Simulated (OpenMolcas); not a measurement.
What dynamic correlation does to the levels of Co⁺

```yaml
Program: OpenMolcas
Basis: ANO-RCC-VTZP [6s5p3d2f1g]
Scalar_Hamiltonian: DKH2, point nucleus
Active_space: 8 electrons in 5 orbitals (3d)
State_averaging: 2S+1 = 3 even, 10 roots; 2S+1 = 1 even, 15 roots
Spin-orbit_coupling: RASSI with atomic mean-field integrals over the reference wave functions, term energies averaged over their components
```

Methods on the same reference wave functions:
A. CASSCF
B. SS-CASPT2, IPEA 0.25 Eh, imaginary shift 0.1 Eh (closed shells correlated: 3s 3p)
C. XMS-CASPT2, IPEA 0.25 Eh, imaginary shift 0.1 Eh (closed shells correlated: 3s 3p)

Energies in cm⁻¹ above 3d⁸ ³F₄, the measured ground level; measured values from NIST Handbook of Basic Atomic Spectroscopic Data.

```csv
Level,A,B,C,Measured
3d⁸ ³F₄,0.0,0.0,0.0,0.0
3d⁸ ³F₃,964,966,965,950
3d⁸ ³F₂,1637,1622,1625,1597
3d⁸ ¹D₂,14441,10820,11350,
3d⁸ ³P₂,17535,13940,13910,
3d⁸ ³P₁,17850,14250,14180,
3d⁸ ³P₀,18051,14450,14380,
3d⁸ ¹G₄,22427,19000,19280,
3d⁸ ¹S₀,54135,43610,43790,
```

Deviations, from unrounded energies. A percentage is the sum of absolute deviations over the sum of measured energies, with the sign that they share, or ± where signs differ.

| Against measurement | Levels | A | B | C |
| --- | --- | --- | --- | --- |
| mean absolute deviation (cm-1) | 2 | 27 | 20 | 22 |
| fine structure of the ground term (%) | 2 | +2.1 | +1.6 | +1.7 |

B, C lie about equally close to measurement and A furthest from it. The largest miss of B in the table is 3d⁸ ³F₂, by +25 cm-1. The ranking rests on the paired levels alone, and a cruder setting can come out closer through cancelling errors.

Between B and C the level of the table that moves most is 3d⁸ ¹D₂, by 530 cm-1 (lowest in B, highest in C). Moves below CASPT2's spread within the term are not significant.

The two smallest mean deviations differ by little beside CASPT2's spread within terms, so their order carries little weight.

From A to B the spin-free energies of the other terms of 3d⁸ shown, above ³F, scale by factors of 0.74 to 0.84, as is usual when dynamic correlation screens the repulsion within a d or f shell.

The lowest spin-free term lies below A's lowest term by 0.606 hartree in B, 0.612 hartree in C.

Term energies are means over components that CASPT2 splits; among the terms shown or strongly mixed into the levels shown the widest spread is 1900 cm-1 (3d⁸ ¹G, C). Without dynamic correlation excited terms often stand tens of per cent too high (terms of higher spin than the ground term too low), and those without a measured partner can miss by more than the paired ones (holds for A). Measured partners are found by configuration, term and J. A level has none where our copy of the source lacks it or the pairing is in doubt (some pairs that miss far off the trend of their configuration count as doubtful), and it then counts in no deviation. Only configurations of the active space appear.
